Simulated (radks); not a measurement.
Values are calculated unless marked as measured or tabulated.
Q: Ni2+, 26 electrons, occupied as [Ar] 3d7.5 4p0.5 (fractional occupations, a model configuration). Level of theory: Dirac Kohn-Sham, PBE, spin-unpolarised, spherical densities, point nucleus; open shells are shared between the two j in proportion to 2j + 1 (a radial shooting solver on a logarithmic mesh with Libxc functionals). Some entries of the table are withheld. Estimate them.

orbital      occ.  eigenvalue (hartree)  <1/r> (bohr^-1)
1s1/2           2                   (1)            28.09
2s1/2           2             -36.96218            6.098
2p1/2           2             -32.35366              (2)
2p3/2           4             -31.71115              (3)
3s1/2           2              -4.96563            1.927
3p1/2           2              -3.56001              (4)
3p3/2           4              -3.47832              (5)
3d3/2           3                   (6)              (7)
3d5/2         4.5                   (8)              (9)
4p1/2    0.166667                  (10)           0.4700
4p3/2    0.333333                  (11)           0.4651

A: 
(1) 1s1/2 eigenvalue (hartree): -302.6160
(2) 2p1/2 <1/r> (bohr^-1): 6.049
(3) 2p3/2 <1/r> (bohr^-1): 5.924
(4) 3p1/2 <1/r> (bohr^-1): 1.799
(5) 3p3/2 <1/r> (bohr^-1): 1.769
(6) 3d3/2 eigenvalue (hartree): -1.19148
(7) 3d3/2 <1/r> (bohr^-1): 1.421
(8) 3d5/2 eigenvalue (hartree): -1.18205
(9) 3d5/2 <1/r> (bohr^-1): 1.414
(10) 4p1/2 eigenvalue (hartree): -0.60314
(11) 4p3/2 eigenvalue (hartree): -0.59713
